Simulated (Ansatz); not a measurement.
Isolated molecules relaxed with PBE0-D4/def2-TZVP in Ansatz; ΔE leaves out vibrations. CCSD(T)/CBS is the MP2 limit (def2-TZVPP, def2-QZVPP) plus CCSD(T) − MP2 in def2-TZVPP, frozen cores. Functionals use def2-TZVPP. B3LYP here is the variant with VWN-RPA as its local correlation; programs differ in this. Each species was taken in one conformer, which may not be the lowest.

`N[Si](O)([AlH2])[SiH3]` → `[NH2][Al]([SiH3])[SiH2]O`  (isomerisation)

```json
{"level": "r2SCAN-D4", "ΔE (kcal/mol)": "-13.3"}
{"level": "B3LYP-D4", "ΔE (kcal/mol)": "-12.1"}
{"level": "ωB97X-V", "ΔE (kcal/mol)": "-11.8"}
{"level": "r2SCAN", "ΔE (kcal/mol)": "-13.5"}
{"level": "HF/def2-TZVPP", "ΔE (kcal/mol)": "-12.8"}
{"level": "SCS-MP2/def2-TZVPP", "ΔE (kcal/mol)": "-13.2"}
{"level": "MP2/CBS(def2)", "ΔE (kcal/mol)": "-12.3"}
{"level": "CCSD/CBS(def2)", "ΔE (kcal/mol)": "-12.9"}
```

(1) What does CCSD(T)/CBS give? (Best estimate.)

Largest T1 diagnostic among the species: 0.013.

## Answers

(1) The calculation gave: -12.8 kcal/mol. The listed levels differ from it by -0.5, 0.7, 1.0, -0.7, 0.0, -0.4, 0.5, -0.1 kcal/mol.

The D4 term adds +1.8 kcal/mol with B3LYP and +0.9 kcal/mol with PBE0; it sums over pairs of atoms, weighted by their polarisabilities, and B3LYP, whose exchange is more repulsive, gets the larger term.
